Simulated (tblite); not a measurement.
Compound: C₉H₁₀O.
Structure used (GFN2-xTB), in Å, numbered top down from 1:
```
atom  x, y, z in Å
C1    -2.412   -0.462    0.131
C2    -1.081    0.230    0.048
C3    -1.057    1.620    0.012
C4     0.131    2.325   -0.063
C5     1.320    1.632   -0.104
C6     1.327    0.235   -0.071
C7     2.639   -0.422   -0.121
O8     3.695    0.159   -0.187
C9     0.121   -0.483    0.005
C10    0.133   -1.984    0.041
H11   -2.480   -1.069    1.032
H12   -2.571   -1.108   -0.731
H13   -3.214    0.271    0.156
H14   -1.993    2.159    0.043
H15    0.122    3.404   -0.088
H16    2.270    2.141   -0.162
H17    2.619   -1.526   -0.095
H18   -0.871   -2.390    0.100
H19    0.605   -2.383   -0.856
H20    0.692   -2.340    0.906
```

Computed geometry: GFN2-xTB, gas phase.

Take the most abundant isotopes and a rigid rotor. The values belong to one conformer with, in the numbering `[CH3:1][c:2]1[cH:3][cH:4][cH:5][c:6]([CH:7]=[O:8])[c:9]1[CH3:10]`, C5–C6–C7–O8 0°.

What are A, B and C (GHz)?

Ia = 223.18, Ib = 452.89, Ic = 669.79 u·Å²; 505379 MHz·u·Å²/I gives 2264, 1116 and 754.5 MHz, that is A = 2.2644, B = 1.1159, C = 0.7545 GHz.

What kind of rotor is it?

An asymmetric top: κ = (2 × 1116 − 2264 − 754.5)/(2264 − 754.5) = -0.52.

What does the inertial defect say?

Not planar: Δ = Ic − Ia − Ib = -6.28 u·Å². For a rigid frame Δ = −2 Σ m c², so Σ m c² = 3.14 u·Å² lies off the ab plane, practically all of it from hydrogen. The atom farthest from that plane is 0.88 Å away.

Estimate the classical rotational partition function at 10 K, 100 K and 500 K.

Point group Cs, symmetry number σ = 1; q = (√π/σ)·√((kT/h)³/(ABC)), k/h = 20836.6 MHz/K: 3860 at 10 K, 122000 at 100 K, 1370000 at 500 K.

Its GFN2-xTB frequencies are all real (lowest 49 cm⁻¹). Zero-point vibration and centrifugal distortion are left out.

The run took 0.16 s on one thread of an Arm Neoverse V1, shared host. That covers the optimisation of the geometry.
